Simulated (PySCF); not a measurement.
## TDDFT excited states: CH7GaSi

Species: GaH2(CH2SiH3), CH7GaSi.
SMILES: `[H][Ga]([H])[CH2][SiH3]`

Method used: TDDFT CAM-B3LYP/def2-SVPD, vertical, gas phase, core orbitals frozen in the response (PySCF 2.14.0, density-fitted response routines). One conformer (not necessarily the lowest) at the PBE0-D3(BJ)/def2-SVP geometry, without solvent, vibrations or thermal averaging. The CAM-B3LYP/def2-SVPD calculation is non-relativistic and has no spin–orbit coupling, an omission that weighs most on gallium.

List the vertical singlet excitations with oscillator strengths and describe the spectrum.

```json
{"state": "S1", "λ (nm)": "242.7", "E (eV)": "5.11", "f": "0.0087", "|μ| (D)": "0.67", "symmetry": "A′", "main configurations (H = HOMO, L = LUMO)": "H→L (96%)"}
{"state": "S2", "λ (nm)": "231.6", "E (eV)": "5.35", "f": "0.0000", "|μ| (D)": "0.04", "symmetry": "–", "main configurations (H = HOMO, L = LUMO)": "H-1→L (98%)"}
{"state": "S3", "λ (nm)": "178.0", "E (eV)": "6.97", "f": "0.013", "|μ| (D)": "0.69", "symmetry": "A′", "main configurations (H = HOMO, L = LUMO)": "H-2→L (91%)"}
{"state": "S4", "λ (nm)": "170.3", "E (eV)": "7.28", "f": "0.050", "|μ| (D)": "1.35", "symmetry": "A′", "main configurations (H = HOMO, L = LUMO)": "H→L+1 (78%), H→L+2 (18%)"}
{"state": "S5", "λ (nm)": "169.3", "E (eV)": "7.32", "f": "0.0007", "|μ| (D)": "0.16", "symmetry": "–", "main configurations (H = HOMO, L = LUMO)": "H-3→L (94%)"}
{"state": "S6", "λ (nm)": "158.2", "E (eV)": "7.84", "f": "0.125", "|μ| (D)": "2.05", "symmetry": "A′", "main configurations (H = HOMO, L = LUMO)": "H→L+2 (39%), H→L+3 (34%), H→L+1 (10%)"}
{"state": "S7", "λ (nm)": "155.9", "E (eV)": "7.95", "f": "0.098", "|μ| (D)": "1.81", "symmetry": "A″", "main configurations (H = HOMO, L = LUMO)": "H-1→L+1 (92%)"}
{"state": "S8", "λ (nm)": "152.5", "E (eV)": "8.13", "f": "0.106", "|μ| (D)": "1.85", "symmetry": "A″", "main configurations (H = HOMO, L = LUMO)": "H-1→L+2 (89%)"}
{"state": "S9", "λ (nm)": "152.4", "E (eV)": "8.14", "f": "0.085", "|μ| (D)": "1.66", "symmetry": "A′", "main configurations (H = HOMO, L = LUMO)": "H-4→L (62%), H→L+3 (23%)"}
{"state": "S10", "λ (nm)": "150.7", "E (eV)": "8.22", "f": "0.278", "|μ| (D)": "2.98", "symmetry": "A′", "main configurations (H = HOMO, L = LUMO)": "H→L+2 (31%), H→L+3 (28%), H-4→L (13%)"}
{"state": "S11", "λ (nm)": "146.1", "E (eV)": "8.49", "f": "0.010", "|μ| (D)": "0.57", "symmetry": "A″", "main configurations (H = HOMO, L = LUMO)": "H→L+5 (82%)"}
{"state": "S12", "λ (nm)": "145.3", "E (eV)": "8.53", "f": "0.169", "|μ| (D)": "2.29", "symmetry": "A′", "main configurations (H = HOMO, L = LUMO)": "H-2→L+1 (63%), H-2→L+2 (24%)"}
{"state": "S13", "λ (nm)": "144.1", "E (eV)": "8.61", "f": "0.017", "|μ| (D)": "0.71", "symmetry": "A′", "main configurations (H = HOMO, L = LUMO)": "H→L+4 (71%), H→L+3 (10%), H-4→L (9%)"}
{"state": "S14", "λ (nm)": "143.0", "E (eV)": "8.67", "f": "0.0000", "|μ| (D)": "0.02", "symmetry": "–", "main configurations (H = HOMO, L = LUMO)": "H-3→L+1 (52%), H-3→L+2 (23%)"}
{"state": "S15", "λ (nm)": "142.3", "E (eV)": "8.71", "f": "0.096", "|μ| (D)": "1.70", "symmetry": "A″", "main configurations (H = HOMO, L = LUMO)": "H-1→L+3 (50%), H-1→L+4 (20%)"}
```

Triplets (Tamm–Dancoff): T1 4.75 eV, H→L (95%); T2 4.87 eV, H-1→L (97%); T3 6.67 eV, H-2→L (80%); T4 6.82 eV, H→L+2 (44%), H→L+1 (37%).

The lowest singlet comes at 243 nm (493 kJ/mol) in the ultraviolet; it is weak; its leading configuration is HOMO→LUMO (96%). The strongest level in the table is S10 at 8.22 eV (151 nm, f = 0.278). S8/S9 lie within about 0.01 eV of each other. Löwdin shares by element: HOMO carbon 37%, gallium 23%, silicon 10%, hydrogen 8% or more (atoms not listed hold the other 21%); LUMO gallium 58%, hydrogen 18% or more, carbon 11%. The listed states span 3.60 eV, and the widest gap between neighbours is 1.61 eV (S2 to S3). The oscillator strengths of these states sum to 1.057; summed over the whole spectrum of an exact calculation they would give the number of electrons, 58 (Thomas–Reiche–Kuhn). Orbital energies (eV): HOMO-3 -10.84, HOMO-2 -10.69, HOMO-1 -9.81, HOMO -9.34, LUMO -0.71, LUMO+1 0.82, LUMO+2 1.29. Symmetry labels in Cs follow from the direction of the transition dipole and are given only for states with f of 0.002 or more. Singlets were solved by full linear response, triplets in the Tamm–Dancoff approximation.
